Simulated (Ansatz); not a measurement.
Consider the hydrogenolysis of the Si–Sn bond: `FC[SiH2][SnH3]` + H₂ → `FC[SiH3]` + `[SnH4]`.

Gas-phase electronic energies from Ansatz, PBE0-D4/def2-TZVP geometries. CCSD(T)/CBS adds triple-zeta CCSD(T) − MP2 to the extrapolated MP2 energy (def2 sets, frozen cores). This one scheme is used for every species. Functionals use def2-TZVPP. B3LYP here is the variant with VWN-RPA as its local correlation; programs differ in this. def2 core potentials past Kr. For Sn outer-core shells are correlated without core-valence functions, which leaves a few kJ/mol of doubt a bond. One conformer a species, not always the lowest.

| level | ΔE (kcal/mol) | difference from CCSD(T)/CBS |
| --- | --- | --- |
| PBE-D4 | 4.4 | 1.3 |
| r2SCAN-D4 | 2.8 | -0.3 |
| PBE0-D4 | 3.1 | 0.0 |
| B3LYP-D4 | 1.9 | -1.2 |
| ωB97X-V | 0.8 | -2.3 |
| ωB97M-V | 1.1 | -2.0 |
| B2PLYP | 0.3 | -2.8 |
| PBE | 2.8 | -0.3 |
| r2SCAN | 2.4 | -0.7 |
| PBE0 | 1.7 | -1.4 |
| B3LYP | -0.7 | -3.8 |
| HF/def2-TZVPP | -5.7 | -8.8 |
| MP2/def2-TZVPP | 2.6 | -0.5 |
| SCS-MP2/def2-TZVPP | 0.5 | -2.6 |
| CCSD/def2-TZVPP | -0.2 | -3.3 |
| CCSD(T)/def2-TZVPP | 1.0 | -2.1 |
| HF/def2-QZVPP | -5.7 | -8.8 |
| MP2/def2-QZVPP | 3.8 | 0.7 |
| SCS-MP2/def2-QZVPP | 1.6 | -1.5 |
| HF/CBS(def2) | -5.7 | -8.8 |
| MP2/CBS(def2) | 4.7 | 1.6 |
| CCSD/CBS(def2) | 1.9 | -1.2 |
| CCSD(T)/CBS | 3.1 | 0 |

Largest T1 diagnostic among the species: 0.013.

In def2-TZVPP, CCSD(T) changes the Hartree–Fock value by +6.7 kcal/mol (the triples alone add +1.2 kcal/mol) and MP2 by +8.3 kcal/mol. From PBE to PBE0 (25 % exact exchange), in def2-TZVPP and without D4, ΔE moves by −1.1 kcal/mol.
